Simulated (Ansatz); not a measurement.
Born–Oppenheimer molecular dynamics of CH₆BFO₃ (12 atoms, charge 0, multiplicity 1). It starts from a rough guess of a transition structure, not a stationary point.

The calculation used Ansatz 0.2.0, UKS PBE0-D4/STO-3G.

```yaml
ensemble: NVE (velocity Verlet)
time_step: 0.5 fs
steps_asked: 150
starting_velocities_drawn_for: 1000 K
seed: 806030
```

First frame:

```xyz
12
Properties=species:S:1:pos:R:3
B -0.260 0.699 -0.673
O 0.837 -0.251 0.304
C 0.311 -1.376 0.966
O -1.525 0.265 -0.518
O 0.268 1.095 -1.843
H 0.672 0.862 0.898
F 0.081 1.841 0.520
H 0.414 -2.245 0.315
H 0.888 -1.540 1.880
H -0.745 -1.237 1.212
H -2.112 0.485 -1.238
H 1.170 1.402 -1.822
```

**Question.** How far do the bonds stretch over the last three quarters of this one trajectory? (Pairs bonded in most of those frames.)

**Answer.** 
```json
{"bond": "B1–O4", "mean (Å)": "1.402", "spread (Å)": "0.024", "shortest": "1.36", "longest": "1.44"}
{"bond": "B1–O5", "mean (Å)": "1.403", "spread (Å)": "0.033", "shortest": "1.35", "longest": "1.50"}
{"bond": "B1–F7", "mean (Å)": "1.369", "spread (Å)": "0.048", "shortest": "1.28", "longest": "1.45"}
{"bond": "O2–C3", "mean (Å)": "1.493", "spread (Å)": "0.087", "shortest": "1.36", "longest": "1.62"}
{"bond": "O2–H6", "mean (Å)": "1.034", "spread (Å)": "0.047", "shortest": "0.96", "longest": "1.13"}
{"bond": "C3–H8", "mean (Å)": "1.110", "spread (Å)": "0.030", "shortest": "1.05", "longest": "1.18"}
{"bond": "C3–H9", "mean (Å)": "1.109", "spread (Å)": "0.037", "shortest": "1.04", "longest": "1.18"}
{"bond": "C3–H10", "mean (Å)": "1.117", "spread (Å)": "0.061", "shortest": "1.01", "longest": "1.23"}
{"bond": "O4–H11", "mean (Å)": "1.020", "spread (Å)": "0.036", "shortest": "0.95", "longest": "1.07"}
{"bond": "O5–H12", "mean (Å)": "1.018", "spread (Å)": "0.041", "shortest": "0.95", "longest": "1.08"}
```

Pairs bonded in part of these frames only: B1–O2 16 %.

Mean temperature of the second half: 887 K. The conserved energy stayed within 0.56 meV per atom of its start (net change 0.026 meV per atom), so the integration is sound. A run of 0.075 ps of so small a system gives no equilibrium averages. The orbitals were unrestricted but ended closed-shell. Limits of this set-up: minimal basis.

The run took 7.7 min on 1 thread of Arm Neoverse V2 (shared host), peak memory 0.14 GiB.
